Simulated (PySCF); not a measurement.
**Exercise with solution: dipole moment from atomic charges**

C2H4BBrO, SMILES C=CB(O)Br. Atoms are numbered in the order given.

```xyz
9

B     -0.3187     0.5690     0.0000
Br     0.1920    -1.3230     0.0000
C      0.7828     1.6598     0.0000
C      0.4813     2.9688     0.0000
H      1.8363     1.3606     0.0000
H      1.2518     3.7474     0.0000
H     -0.5595     3.3096     0.0000
O     -1.6273     0.8924     0.0000
H     -2.2220     0.1313     0.0000
```
Charge 0, spin multiplicity 1.

The structure is a stationary point at B3LYP-D3(BJ)/def2-SVP. This is a generated structure with no PubChem entry under its InChIKey; it may be hypothetical. One conformer was computed; it need not be the lowest.

Charges (e) from PBE/def2-TZVP (PySCF):

```json
[
 {"atom": "B1", "ESP fit": "0.183", "Mulliken": "0.190"},
 {"atom": "Br2", "ESP fit": "-0.162", "Mulliken": "-0.147"},
 {"atom": "C3", "ESP fit": "-0.056", "Mulliken": "-0.211"},
 {"atom": "C4", "ESP fit": "-0.328", "Mulliken": "-0.177"},
 {"atom": "H5", "ESP fit": "0.093", "Mulliken": "0.107"},
 {"atom": "H6", "ESP fit": "0.156", "Mulliken": "0.125"},
 {"atom": "H7", "ESP fit": "0.176", "Mulliken": "0.135"},
 {"atom": "O8", "ESP fit": "-0.449", "Mulliken": "-0.345"},
 {"atom": "H9", "ESP fit": "0.387", "Mulliken": "0.322"}
]
```

The dipole moment of the full density is 1.07 D.

**Question.** What dipole moment does each set of point charges give, and which comes closer to that of the density?

**Answer.** 
μ = Σ q r, and 1 e Å = 4.8032 D.
ESP fit: Σ q r = (-0.153, 0.195, 0.000) e Å, |μ| = 1.19 D.
Mulliken: Σ q r = (-0.216, 0.222, 0.000) e Å, |μ| = 1.49 D.
ESP fit comes closer in size. Point charges leave out the atoms' own dipoles (lone pairs, polarised bonds); fits to the potential absorb them, partitions of the density don't.
